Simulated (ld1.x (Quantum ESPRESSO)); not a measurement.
**beryllium: PAW pseudisation with PBE, scalar-relativistic reference atom.**

```json
{
  "Element": "beryllium (Be)",
  "Generator": "ld1.x (Quantum ESPRESSO) 7.5",
  "Type": "PAW",
  "Functional": "PBE",
  "Relativity": "scalar-relativistic",
  "Frozen core": "none",
  "Valence charge": "4",
  "Reference configuration": "1s2 2s1.5 2p0 (charge +0.5)",
  "Partial waves": "1s (bound): rcut 0.75, rcutus 0.85 bohr; 2s (bound): rcut 0.75, rcutus 0.85 bohr; 2p (bound, empty): rcut 4.15, rcutus 4.75 bohr; 2p channel at 0.65 Ry: rcut 4.15, rcutus 4.75 bohr",
  "Local potential": "all-electron potential smoothed inside 0.80 bohr (lloc = -2)",
  "Core correction": "none",
  "Augmentation charge": "BESSEL, radius 0.65 bohr"
}
```

All-electron outer shells of the reference configuration (PBE, scalar-relativistic, ld1.x):

```tsv
shell	level (eV)	outermost node (bohr)	outermost maximum (bohr)
1s	-111.59	–	0.27
2s	-9.50	0.59	1.97
2p	-5.67	–	2.07
```

Q: Estimate the cutoffs (Ry, on a coarse ladder) from which the occupation-weighted sum of valence levels, in a spherical-Bessel basis at the reference potential, stays within 10 and 1 mRy of its value at 400 Ry.

A: 110 Ry and 140 Ry.

Q: What does a ghost test show?

A: No extra level below or beside the all-electron valence levels (s, p, d, f tested).

Q: Is the overlap operator S = 1 + Σ q|β⟩⟨β| positive definite (Bessel basis up to 400 Ry)?

A: Yes: its lowest eigenvalue is 0.18 (s channel).

Q: Which valence shell sets the plane-wave cutoff?

A: 2s: its level needs 140 Ry to come within 1 mRy, against 80 Ry for 1s.

Its largest configuration-test error is -25 meV (1s1 2s2 2p0). Test run stopped at test 6 of 7 (negative rho), 1 before it not solved. Not counted: 1s2 2s0 2p1 (solver errors, printed error -138 eV).
